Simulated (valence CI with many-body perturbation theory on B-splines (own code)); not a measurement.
Results of a calculation; reference values are marked as such.
## Sr³¹⁺: magnetic and hyperfine properties of the levels

Level of theory: configuration interaction combined with many-body perturbation theory (CI+MBPT): five valence electrons over a frozen Dirac-Fock core [He], radial functions for each j: 11 s, 11 p, 10 d, 8 f, 5 g, 2 h, with the one-electron correlation potential Σ1 (screened to all orders), the two-electron term Σ2, the three-electron term Σ3, Breit, model QED; selected single and double excitations, second order for the rest, scaled by the run's own slope (own B-spline code, finite nucleus).

The last digits are not significant, and no measured levels were compared; by estimate large intervals hold to a few tenths of a per cent, small ones and those within an open d or f shell to about a per cent. Among the levels kept, up to 5800 cm⁻¹ of a level comes from second order outside the variational space, and about a tenth of that is noise between levels of different J, which matters for small intervals.

A/g_I is the dipole constant over the nuclear g factor μ/I (μ in nuclear magnetons, uniformly magnetised nucleus), B/Q the quadrupole constant per barn. Both hold the static response of the core; the bare values leave it out. Large factors of s and p1/2 electrons are usually good to 5 to 10 %; those of open d and f shells near neutrality can be off by tens of per cent, and small factors of p3/2, d and f electrons come from cancelling terms and can be off by a factor of two or in sign, in half-filled shells by more. B is blank for J = 1/2, where it vanishes, and for nearly pure S terms. Energies count from the lowest level.

Levels are named by their leading jj configuration (3d3/2^4 stands for four electrons in 3d with j = 3/2), which in mixed levels can hold well under half, so a name can repeat and another be missing. Letters in brackets count levels of one name in rising energy.

| Level | E (× 10³ cm⁻¹) | g | A/g_I (MHz) | A/g_I bare | B/Q (MHz/b) | B/Q bare |
| --- | --- | --- | --- | --- | --- | --- |
| (2s^2 2p1/2^2 2p3/2) J=3/2 | 0.00 | 1.503 | 76600 | 82000 | 128000 | 129000 |
| (2s^2 2p1/2 2p3/2^2) J=3/2 | 494.82 | 1.357 | 18100 | 22400 | 70400 | 70600 |
| (2s^2 2p1/2 2p3/2^2) J=5/2 | 606.56 | 1.191 | 186000 | 188000 | -996 | -999 |
| (2s^2 2p1/2 2p3/2^2) J=1/2 | 752.21 | 0.654 | 548000 | 543000 |  |  |
| (2s^2 2p3/2^3) J=3/2 | 1242.3 | 1.250 | 102000 | 105000 | -200000 | -201000 |
| (2s 2p1/2^2 2p3/2^2) J=5/2 | 1580.9 | 1.537 | 415000 | 414000 | 110000 | 111000 |
| (2s 2p1/2^2 2p3/2^2) J=3/2 | 1881.0 | 1.443 | -14700 | -5770 | -118000 | -118000 |
| (2s 2p1/2^2 2p3/2^2) J=1/2 | 1885.0 | 2.373 | 1400000 | 1380000 |  |  |
| (2s 2p1/2 2p3/2^3) J=3/2 [a] | 2248.1 | 1.234 | 197000 | 197000 | -147000 | -148000 |
| (2s 2p1/2 2p3/2^3) J=5/2 | 2390.9 | 1.246 | 514000 | 508000 | -289000 | -290000 |
| (2s 2p1/2 2p3/2^3) J=1/2 | 2556.9 | 1.530 | -8730 | -672 |  |  |
| (2s 2p1/2 2p3/2^3) J=3/2 [b] | 2647.8 | 1.166 | 45400 | 52300 | 50700 | 50800 |
| (2s 2p3/2^4) J=1/2 | 3187.0 | 1.408 | 1450000 | 1420000 |  |  |
| (2p1/2^2 2p3/2^3) J=3/2 | 3858.9 | 1.326 | 88200 | 94600 | -175000 | -176000 |
| (2p1/2 2p3/2^4) J=1/2 | 4444.9 | 0.654 | 550000 | 541000 |  |  |
| (2s^2 2p1/2^2 3s) J=1/2 | 17135 | 2.087 | 466000 | 460000 |  |  |
| (2s^2 2p1/2^2 3p1/2) J=1/2 | 17467 | 0.669 | 151000 | 149000 |  |  |
| (2s^2 2p1/2 2p3/2 3s) J=3/2 [a] | 17635 | 1.685 | 130000 | 133000 | 117000 | 118000 |
| (2s^2 2p1/2 2p3/2 3s) J=1/2 | 17675 | 1.252 | -171000 | -162000 |  |  |
| (2s^2 2p1/2^2 3p3/2) J=3/2 | 17676 | 1.342 | 27300 | 28600 | 40900 | 41000 |
| (2s^2 2p1/2 2p3/2 3s) J=5/2 | 17725 | 1.386 | 257000 | 258000 | 94400 | 94700 |
| (2s^2 2p1/2 2p3/2 3s) J=3/2 [b] | 17756 | 1.032 | 171000 | 174000 | 66000 | 66200 |
| (2s^2 2p1/2 2p3/2 3p1/2) J=1/2 | 17964 | 1.644 | -70600 | -62700 |  |  |
| (2s^2 2p1/2 2p3/2 3p1/2) J=3/2 [a] | 17999 | 1.157 | 127000 | 130000 | 13200 | 13300 |
| (2s^2 2p1/2^2 3d3/2) J=3/2 | 18030 | 0.767 | 17400 | 17000 | 4540 | 4660 |
| (2s^2 2p1/2 2p3/2 3p1/2) J=5/2 | 18065 | 1.146 | 193000 | 195000 | 88100 | 88400 |
| (2s^2 2p1/2^2 3d5/2) J=5/2 | 18119 | 1.200 | 5350 | 5490 | -3620 | -3480 |
| (2s^2 2p1/2 2p3/2 3p3/2) J=5/2 [a] | 18142 | 1.428 | 3610 | 6890 | 186000 | 187000 |
| (2s^2 2p1/2 2p3/2 3p3/2) J=1/2 [a] | 18164 | 1.814 | -129000 | -123000 |  |  |
| (2s^2 2p1/2 2p3/2 3p1/2) J=3/2 [b] | 18173 | 1.401 | 122000 | 125000 | 59500 | 59700 |
| (2s^2 2p1/2 2p3/2 3p3/2) J=3/2 [a] | 18205 | 1.302 | 165000 | 166000 | -42800 | -42900 |
| (2s^2 2p1/2 2p3/2 3p3/2) J=7/2 | 18235 | 1.279 | 128000 | 129000 | 138000 | 138000 |
| (2s^2 2p1/2 2p3/2 3p3/2) J=3/2 [b] | 18274 | 1.317 | 53300 | 56600 | 48100 | 48200 |
| (2s^2 2p3/2^2 3s) J=5/2 | 18299 | 1.399 | 180000 | 181000 | 85500 | 85700 |
| (2s^2 2p1/2 2p3/2 3p3/2) J=5/2 [b] | 18324 | 1.183 | 163000 | 164000 | 20000 | 20000 |
| (2s^2 2p3/2^2 3s) J=3/2 | 18333 | 1.125 | 29400 | 34400 | 33600 | 33700 |
| (2s^2 2p1/2 2p3/2 3p3/2) J=1/2 [b] | 18393 | 0.718 | 536000 | 532000 |  |  |
| (2s 2p1/2^2 2p3/2 3s) J=5/2 | 18508 | 1.837 | 453000 | 452000 | 71900 | 72100 |
| (2s^2 2p3/2^2 3s) J=1/2 | 18519 | 1.959 | 468000 | 462000 |  |  |
| (2s^2 2p1/2 2p3/2 3d3/2) J=3/2 [a] | 18535 | 0.946 | 35200 | 36300 | -87800 | -88100 |

Take the isotope of mass number 87, with I = 9/2, μ = -1.09316 μN and Q = 0.305 b. What is the hyperfine structure of (2s^2 2p1/2 2p3/2^2) J=3/2?

From the table A = -4400 MHz, B = 21500 MHz. Shifts from the centre of gravity in MHz: F = 3: 46200, F = 4: 14200, F = 5: -12300, F = 6: -24300.
